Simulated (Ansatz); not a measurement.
The same path of a periodic cell of 17 atoms, TiSi₁₆ (host Si, host structure diamond, interstitial Ti) was run twice with different band settings. Lost on the way: Si1–Ti17, Si4–Ti17, Si7–Ti17, Si14–Ti17. Made: Si6–Ti17, Si9–Ti17, Si12–Ti17, Si15–Ti17.

Computed with DFT PBE, scalar-relativistic, plane waves, PAW in Ansatz 0.2.0. Settings: PAW set soft_1, cutoff 420 eV, k mesh 2x2x2, gaussian smearing 0.02 eV, no spin polarisation.

Relaxed end points:

```xyz
17
Lattice="0.0000 5.4300 5.4300 5.4300 0.0000 5.4300 5.4300 5.4300 0.0000" Properties=species:S:1:pos:R:3
Si -0.106 0.076 -0.020
Si 1.314 1.409 1.400
Si 2.692 2.714 0.024
Si 3.989 4.106 1.381
Si 2.734 0.074 2.821
Si 4.028 1.427 4.114
Si 5.347 2.724 2.800
Si 6.764 4.105 4.158
Si -0.062 2.714 2.778
Si 1.295 4.106 4.075
Si 2.680 5.471 2.766
Si 4.030 6.795 4.116
Si 2.713 2.724 5.433
Si 4.072 4.105 6.850
Si 5.381 5.471 5.466
Si 6.745 6.798 6.831
Ti 6.744 4.124 1.400
```

```xyz
17
Lattice="0.0000 5.4300 5.4300 5.4300 0.0000 5.4300 5.4300 5.4300 0.0000" Properties=species:S:1:pos:R:3
Si -0.057 -0.058 -0.006
Si 1.317 1.323 1.299
Si 2.698 2.697 -0.005
Si 4.036 4.035 1.343
Si 2.737 -0.097 2.638
Si 4.077 1.302 4.034
Si 5.385 2.685 2.668
Si 6.768 3.992 4.036
Si -0.103 2.742 2.628
Si 1.299 4.076 4.030
Si 2.684 5.386 2.666
Si 3.993 6.771 4.031
Si 2.718 2.717 5.414
Si 4.028 4.041 6.711
Si 5.352 5.351 5.415
Si 6.749 6.751 6.770
Ti 6.747 6.753 4.014
```

Common settings: movable images 3; climbing image yes; spring 5.0 eV/Å²; end points relaxed.

| run | optimiser | start path | force threshold | iteration limit |
| --- | --- | --- | --- | --- |
| 1 | lbfgs | straight line | 0.03 eV/Å | 52 |
| 2 | quadratic models (default) | default | 0.2 eV/Å | 47 |

What does each run give, and how far can it be trusted?

Run 1: converged after 31 iterations, highest image 1.735 eV above the first end. The profile has 2 maxima (images 1, 3) with wells between them (image 2): this band takes more than one step, which may be the mechanism or a detour left from its start path. Neighbouring images differ by up to 1.7 eV, so the band resolves the path poorly. By the program's own check the climbing image is of a kind that is not told: the force calls were inconclusive, a negative curvature could not be distinguished from the path's own, the only one lies far off the path, or fixed occupations may fill a level only in part (lowest curvatures found: -2.60 and -0.10 eV/Å²).
Run 2: converged after 10 iterations, highest image 1.712 eV above the first end. The threshold of 0.2 eV/Å is loose, so the images may lie well off the minimum-energy path. The profile has 2 maxima (images 1, 3) with wells between them (image 2): this band takes more than one step, which may be the mechanism or a detour left from its start path. Neighbouring images differ by up to 1.7 eV, so the band resolves the path poorly. The order of the stationary point at the top wasn't checked.
Limits of this set-up: coarse k mesh, a small cell, in which the defect meets its images.
